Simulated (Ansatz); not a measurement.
This geometry of BF2H2N + H2S (9 atoms, charge 0, multiplicity 1) is a first-order saddle point.

Computed with RKS PBE/def2-SVP in Ansatz.

```xyz
9
Properties=species:S:1:pos:R:3
B -0.025 0.193 0.266
N -0.035 0.072 1.796
H -0.814 -0.474 2.183
H 0.853 -0.254 2.198
F 1.170 -0.019 -0.327
F -1.144 -0.246 -0.356
S -0.236 2.479 0.442
H -1.597 2.427 0.412
H -0.173 1.495 1.667
```

(1) Which two structures does it join? (They come from a converged band through this point; their orientation in space is the band's.)

(2) How far does it lie above each of them?

Results:

(1) Bonds broken: S7–H9. Bonds formed: B1–S7, N2–H9. BF2H2N + H2S becomes BF2H4NS.

First end point:

```xyz
9
Properties=species:S:1:pos:R:3
B 0.069 -0.304 0.281
N 0.091 -0.374 1.689
H -0.758 -0.475 2.243
H 0.959 -0.457 2.216
F 1.202 -0.282 -0.429
F -1.096 -0.257 -0.382
S -0.578 3.198 0.894
H -1.607 2.596 0.234
H -0.281 2.029 1.534
```

Last end point:

```xyz
9
Properties=species:S:1:pos:R:3
B -0.073 0.584 0.187
N 0.080 0.160 1.821
H -0.822 0.272 2.305
H 0.400 -0.817 1.929
F 1.202 0.389 -0.301
F -1.020 -0.302 -0.285
S -0.594 2.430 0.172
H -1.930 2.170 0.177
H 0.758 0.788 2.277
```

(2) 0.68 eV above the first and 0.87 eV above the second. This is the barrier of this one path; another mechanism may lie lower. The orbitals stay closed-shell, which can raise the energy where a bond breaks towards radicals; this wasn't checked here.

The run took 2.3 min on 2 threads of Arm Neoverse V1, on a shared host, peak memory 0.13 GiB.
